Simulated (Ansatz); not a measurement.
Ansatz (an electronic-structure program) input (CCSDT/def2-SVP):

Ansatz 0.2 input:
```yaml
crystal:
  periodic: [false, false, false]
  atoms:
    - {symbol: Rh, position_ang: [-0.00000000, -0.00000000, -0.16824223]}
    - {symbol: B, position_ang: [0.00000000, 0.00000000, 1.51418011]}
basis:
  gaussian:
    orbitals: def2-SVP
magnetization: {spin_polarized: false}
correlation: {method: ccsdt, electrons: outside_noble_gas}
```

End of the output:

```
cycle   8  -9.79592371 eV  change   -1.3e-3 eV  update   1.6e-3
cycle   9  -9.79414416 eV  change    1.8e-3 eV  update   6.8e-4
cycle  10  -9.79443593 eV  change   -2.9e-4 eV  update   3.6e-4
cycle  11  -9.79346138 eV  change    9.7e-4 eV  update   2.3e-4
cycle  12  -9.79356358 eV  change   -1.0e-4 eV  update   1.2e-4
cycle  13  -9.79365848 eV  change   -9.5e-5 eV  update   7.0e-5
cycle  14  -9.79360908 eV  change    4.9e-5 eV  update   3.3e-5
cycle  15  -9.79366207 eV  change   -5.3e-5 eV  update   2.1e-5
cycle  16  -9.79367027 eV  change   -8.2e-6 eV  update   8.6e-6
cycle  17  -9.79365886 eV  change    1.1e-5 eV  update   4.1e-6
cycle  18  -9.79366137 eV  change   -2.5e-6 eV  update   2.4e-6
cycle  19  -9.79366311 eV  change   -1.7e-6 eV  update   1.1e-6
cycle  20  -9.79366293 eV  change    1.7e-7 eV  update   5.8e-7
coupled cluster: 0.14 GiB planned
Total energy: -3662.72608656 eV, -134.6027009961 hartree
```
